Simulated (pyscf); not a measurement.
A first-order saddle from PySCF, ωB97X-D3(BJ)/def2-SVP:

```xyz
5

As     0.2522     1.4745     0.4814
Ga     0.7295    -0.2758    -0.9677
H     -0.5404     0.5348     1.3764
H     -0.8358     0.3752    -0.7872
H      1.7031    -0.5023    -2.1680
```
Charge 0, spin multiplicity 2.

Surface: doublet, charge 0. Lowest wavenumbers (cm⁻¹): 1469i, 299, 403, 476, 649.

### Question
What reaction is this the transition state of?

### Answer
H₂Ga–AsH• ⇌ [HGa–AsH₂]•, a hydrogen shift read from left to right: Ga–H broken and As–H formed. At CCSD(T)/def2-TZVPP + ΔMP2(QZVPP) it lies +27.0 kcal/mol from the left side and +23.6 kcal/mol from the right (each side as separated species at their lowest minima found). This is the saddle that the search found; another between the same sides may lie lower. The CCSD(T) − MP2 part came from Ansatz, without density fitting, on the same reference. The frozen core leaves the outer d or s,p core shells of the metals and heavy elements correlated in the MP2 and CC values, and def2-TZVPP describes them poorly, which can shift differences by a few kcal/mol. Elements up to Kr have no core potential and no relativistic terms here.
